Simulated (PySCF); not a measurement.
## Ionisation energy of Tc by level of theory

Tc [Kr] 4d5 5s2 (6S) → Tc⁺ [Kr] 4d5 5s1 (7S), as a difference of total energies. All numbers are calculated (PySCF 2.14, scalar relativity by spin-free X2C-1e, in x2c-QZVPPall (13s8p7d4f2g, 118 functions)). The calculations carry no spin-orbit coupling.

| method | ionisation energy (eV) | error (eV) |
| --- | --- | --- |
| UHF | 5.541 | -1.578 |
| M06-L | 7.359 | +0.240 |
| wB97X | 7.593 | +0.474 |
| wB97M-V | 7.143 | +0.024 |

Reference: 7.119 eV (measured; NIST Atomic Spectra Database, ionization energies).
